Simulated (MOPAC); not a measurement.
Job for MOPAC: AM1 on HBr (SMILES Br).

```
AM1 1SCF PRECISE CHARGE=0 THREADS=1
BrH

Br    -0.33061094 1     0.13122235 1    -0.57024730 1
H     -0.35181744 1     0.14657662 1     0.87493129 1
```

It printed:

```
*******************************************************************************
 **                                                                           **
 **                              MOPAC v23.2.5                                **
 **                                                                           **
 *******************************************************************************
 ** MOPAC's Digital Object Identifier: https://doi.org/10.5281/zenodo.6511958 **
 **                                                                           **
 ** Please cite the open-source release paper for use of this MOPAC version:  **
 ** J. E. Moussa and J. J. P. Stewart (2026)                                  **
 ** MOPAC: An open-source semiempirical molecular orbital program             **
 ** J. Open Source Softw., 11(119), 8025, https://doi.org/10.21105/joss.08025 **
 *******************************************************************************

                              AM1 CALCULATION RESULTS

 *******************************************************************************
 *  AM1        - The AM1 Hamiltonian to be used
 *
 *
 *
 *                 CHARGE ON SYSTEM = 0
 *
 *
 *
 *  PRECISE    - TIGHTER CRITERIA TO BE USED
 *  1SCF       - DO 1 SCF AND THEN STOP
 *  THREADS=1  - MULTI-THREADING NOT USED
 *  T=         - A TIME OF 172800.0 SECONDS REQUESTED
 *  DUMP=N     - RESTART FILE WRITTEN EVERY 7200.0 SECONDS REQUESTED
 *******************************************************************************
AM1 1SCF PRECISE CHARGE=0 THREADS=1
 BrH

   ATOM   CHEMICAL          X               Y               Z
  NUMBER   SYMBOL      (ANGSTROMS)     (ANGSTROMS)     (ANGSTROMS)

     1      Br         -0.33061094  *   0.13122235  *  -0.57024730  *
     2       H         -0.35181744  *   0.14657662  *   0.87493129  *



          CARTESIAN COORDINATES

    NO.       ATOM           X           Y           Z

     1        Br         -0.3306      0.1312     -0.5702
     2         H         -0.3518      0.1466      0.8749

  H: (AM1): M.J.S. DEWAR ET AL, J. AM. CHEM. SOC. 107 3902-3909 (1985)
 Br: (AM1): M.J.S. DEWAR AND E. G. ZOEBISCH, THEOCHEM, 180, 1 (1988).

           Empirical Formula: H Br  =     2 atoms



      MOLECULAR POINT GROUP   :   C*v


      RHF CALCULATION, NO. OF DOUBLY OCCUPIED LEVELS = 4


 -------------------------------------------------------------------------------
 AM1 1SCF PRECISE CHARGE=0 THREADS=1
 BrH



     1SCF WAS SPECIFIED, SO BFGS WAS NOT USED
     SCF FIELD WAS ACHIEVED


                              AM1 CALCULATION
                                                       MOPAC v23.2.5 Linux




          FINAL HEAT OF FORMATION =        -10.36178 KCAL/MOL =     -43.35369 KJ/MOL


          COSMO AREA              =         60.39 SQUARE ANGSTROMS
          COSMO VOLUME            =         43.79 CUBIC ANGSTROMS

          IONIZATION POTENTIAL    =         11.441395 EV
          HOMO LUMO ENERGIES (EV) =        -11.441  1.077
          NO. OF FILLED LEVELS    =          4
          MOLECULAR WEIGHT        =         80.9119         POINT GROUP:  C*v

          MOLECULAR DIMENSIONS (Angstroms)

            Atom       Atom       Distance
            H     2   Br     1     1.44542
            H     2   Br     1     0.00000
           Br     1    H     2     0.00000


          SCF CALCULATIONS        =          1





   ATOM   CHEMICAL          X               Y               Z
  NUMBER   SYMBOL      (ANGSTROMS)     (ANGSTROMS)     (ANGSTROMS)

     1      Br         -0.33061094  *   0.13122235  *  -0.57024730  *
     2       H         -0.35181744  *   0.14657662  *   0.87493129  *

                             CARTESIAN COORDINATES

   1   Br       -0.330610940     0.131222350    -0.570247300
   2    H       -0.351817440     0.146576620     0.874931290


           Empirical Formula: H Br  =     2 atoms



      MOLECULAR POINT GROUP   :   C*v


                  EIGENVALUES
 -31.38911 -15.18327 -11.44140 -11.44140   1.07683


              NET ATOMIC CHARGES AND DIPOLE CONTRIBUTIONS

  ATOM NO.   TYPE          CHARGE      No. of ELECS.   s-Pop       p-Pop
    1         Br          -0.092665        7.0927     1.96367     5.12899
    2          H           0.092665        0.9073     0.90734
 DIPOLE           X         Y         Z       TOTAL
 POINT-CHG.    -0.009     0.007     0.643     0.643
 HYBRID        -0.011     0.008     0.765     0.765
 SUM           -0.021     0.015     1.408     1.408


          ATOMIC ORBITAL ELECTRON POPULATIONS

     Atom    s        px        py        pz
    1 Br   1.96367   1.99981   1.99990   1.12928
    2  H   0.90734

 **********************
 *                    *
 * JOB ENDED NORMALLY *
 *                    *
 **********************




 == MOPAC DONE ==
```

The run finished.

Cost: about 0.020 core-seconds (a rough figure).
